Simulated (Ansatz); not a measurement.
Gas-phase reaction R1 → P1 + P2, each structure at its B3LYP-D3(BJ)/def2-TZVP stationary point, reached from a drawn start (curvature not checked).
P1: F atom, charge 0, multiplicity 2.
P2, F2S (SMILES FSF) (charge 0, multiplicity 1):
```xyz
3

S      0.00000     0.00000    -0.69673
F      1.21836     0.00000     0.34842
F     -1.21836     0.00000     0.34842
```
R1: F3S (SMILES F[S](F)F), charge 0, multiplicity 2.

P less R. No zero-point or thermal terms; singlets are restricted closed shells; open shells are unrestricted; no spin–orbit coupling.

Cores are frozen in the correlated methods.

The values were computed with Ansatz (a program for electronic structure). No computed number here is a measurement.

PBE/def2-TZVPP gives 3.153 eV for the reaction energy.

Task: How do the other levels lie against it? Give each less PBE: r2SCAN/def2-TZVPP, B3LYP/def2-TZVPP, wB97M-V/def2-TZVPP, B2PLYP/def2-TZVPP, MP2/cc-pV(Q+d)Z, CCSD(T)/cc-pV(Q+d)Z.

Result: r2SCAN/def2-TZVPP -0.230; B3LYP/def2-TZVPP -0.575; wB97M-V/def2-TZVPP -0.656; B2PLYP/def2-TZVPP -0.632; MP2/cc-pV(Q+d)Z -0.483; CCSD(T)/cc-pV(Q+d)Z -0.795 eV. 0 of 6 lie above PBE; the widest gap is to CCSD(T)/cc-pV(Q+d)Z.
